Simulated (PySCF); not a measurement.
# Spectroscopy problems

Calculated, not measured (PySCF 2.14): NMR shieldings at PBE0/pcSseg-1/GIAO, geometry: GFN2-xTB. No relativistic terms, averaged over atoms made equivalent by symmetry, fast rotation or ring inversion, one computed conformer, isolated molecule.

Chemical shifts δ = σref − σ; ¹H (31.72 ppm) and ¹³C (186.93 ppm) against TMS, all at this level. Where no couplings were computed, multiplicities follow the n + 1 count of equivalent neighbours, and m marks all less simple cases (inequivalent or close neighbours, rings, F or P nearby). Acid and N–H amide carbonyl carbons lie up to 10 ppm further downfield in solution (hydrogen bonding). Shifts are as computed. Against solution values, carbons near 30 ppm lie about +3 ppm off and those near 130 ppm about +5 ppm. Of 1211 compounds with measured shifts, 218 miss one by over three times the rms of a fit or turn the order of signals round; such compounds aren't used in these exercises. OH and NH positions are gas-phase values without hydrogen bonding to other molecules.

Question: C₃H₆O₄Si. ¹H NMR (400 MHz, computed): δ 6.30 (br s, 1H), 6.09 (br s, 1H), 5.71 (br s, 1H), 4.80 (s, 2H), 2.82 (br s, 1H). ¹³C{¹H} NMR (computed): δ 172.5 (C), 151.6 (C), 114.1 (CH2). What is it?

Answer: `C=C(O[SiH2]O)C(=O)O`. The formula gives 2 degrees of unsaturation (no ring in the answer). 3 carbon signals for 3 carbons: no two carbons are equivalent. Carbon types of the structure: 2 × C, 1 × CH2, leaving 4 H on heteroatoms. δC 172.5: carboxylic acid carbon; it is a carbonyl in resonance with an O or N lone pair, the region of acids, esters and amides. δC 151.6: alkene carbon bearing oxygen; an sp2 carbon further deshielded by the attached heteroatom. δC 114.1: β carbon of a C=C–C=O unit. δH 2.82: hydrogen on an oxygen bonded to Si; exchangeable, gas-phase position.

This is the structure that produced the data.

Question: C₅H₇N₃O. ¹H NMR (500 MHz, computed): δ 10.45 (s, 1H), 4.36 (s, 3H), 2.84 (s, 3H). ¹³C{¹H} NMR (computed): δ 183.2 (CH), 156.5 (C), 137.2 (C), 39.0 (CH3), 12.8 (CH3). Identify the compound.

Answer: `C1(C=O)=C(C)N=NN1C`. The formula gives 4 degrees of unsaturation (1 ring in the answer). 5 carbon signals for 5 carbons: no two carbons are equivalent. Carbon types of the structure: 2 × C, 1 × CH, 2 × CH3, which accounts for all hydrogens. δC 183.2: aldehyde carbonyl carbon; low-lying n→π* states of the double bond to the heteroatom give a large paramagnetic term (-241 ppm). δC 156.5, 137.2: substituted aromatic carbon next to a ring nitrogen. δH 10.45: hydrogen on an aldehyde carbonyl carbon; the formyl region, downfield of aromatic protons. δH 2.84: hydrogen on a methyl carbon on an aromatic ring; benzylic-type position, deshielded by the ring.

This is the structure that produced the data.
